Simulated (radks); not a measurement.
Values are calculated unless marked as measured or tabulated.
Spherical quantum dot in the effective-mass picture: electrons in a parabolic well V = omega^2 r^2 / 2 with omega = 2.85, with a point charge +1 (a donor) at the centre, all in effective atomic units (hartree* = m*/eps^2 hartree, bohr* = eps/m* bohr), one dielectric constant everywhere. Level of theory: non-relativistic Kohn-Sham, PBE, spin-polarised, spherical densities (a radial shooting solver with Libxc functionals). Levels are named by radial order and angular momentum (1s, 1p, 1d, 2s, ...), and open shells are averaged over m. Results are scaled to m* = 0.069 and eps = 8.4, for which hartree* = 26.61 meV and bohr* = 6.442 nm. Each electron was tried in the lowest free levels, single moves between levels near the top were tried too, and the lowest total energy was kept; such a search can miss a lower state. At N = 1 the Hartree and exchange-correlation terms need not cancel, so that row can carry a self-interaction error.

N        open shells  2S  E (meV)  addition energy mu(N+1) - mu(N) (meV)  rms radius (nm)
1   1s(up 1, down 0)   1  58.9730                                  39.18            4.136
2               none   0  157.123                                  112.4            4.333
3   1p(up 1, down 0)   1  367.641                                  22.44            5.030
4   1p(up 2, down 0)   2  600.594                                  23.06            5.396
5   1p(up 3, down 0)   3  856.611                                  30.32            5.646
6   1p(up 3, down 1)   2  1142.95                                  20.98            5.852
7   1p(up 3, down 2)   1  1450.27                                  21.51            6.021
8               none   0  1779.10                                  77.63            6.168
9   2s(up 1, down 0)   1  2185.57                                  22.07            6.410
10              none   0  2614.10                                  22.86            6.615
11  1d(up 1, down 0)   1  3065.50                                  18.22            6.793
12  1d(up 2, down 0)   2  3535.11                                  18.20            6.950
13  1d(up 3, down 0)   3  4022.93                                  18.13            7.091
14  1d(up 4, down 0)   4  4528.88                                  18.03            7.220
15  1d(up 5, down 0)   5  5052.86                                  22.92            7.338
16  1d(up 5, down 1)   4  5599.75                                  17.20            7.451
17  1d(up 5, down 2)   3  6163.84                                  17.19            7.557
18  1d(up 5, down 3)   2  6745.12                                  17.15            7.657
19  1d(up 5, down 4)   1  7343.55                                  17.07            7.751
20              none   0  7959.05                                  70.09            7.842
21  1f(up 1, down 0)   1  8644.64                                  15.52            7.963
22  1f(up 2, down 0)   2  9345.75                                  15.49            8.077
23  1f(up 3, down 0)   3  10062.3                                  15.44            8.185
24  1f(up 4, down 0)   4  10794.4                                  15.38            8.286
25  1f(up 5, down 0)   5  11541.8                                  15.31            8.382
26  1f(up 6, down 0)   6  12304.5                                  15.24            8.474
27  1f(up 7, down 0)   7  13082.5                                  19.53            8.562
28  1f(up 7, down 1)   6  13880.0                                  14.78            8.648
29  1f(up 7, down 2)   5  14692.2                                  14.75            8.730
30  1f(up 7, down 3)   4  15519.3                                  14.71            8.809
31  1f(up 7, down 4)   3  16361.0                                  14.67            8.885
32  1f(up 7, down 5)   2  17217.4                                      -            8.959

All shells are closed at N = 2, 8, 10, 20 (there: 1s2 1p6 1d10 2s2); the second difference of the energy has clear peaks (12 % above both neighbours; the first and last values, which can be the largest, are not judged, and half-filled shells can peak too) at N = 2, 5, 8, 15, 20, 27.
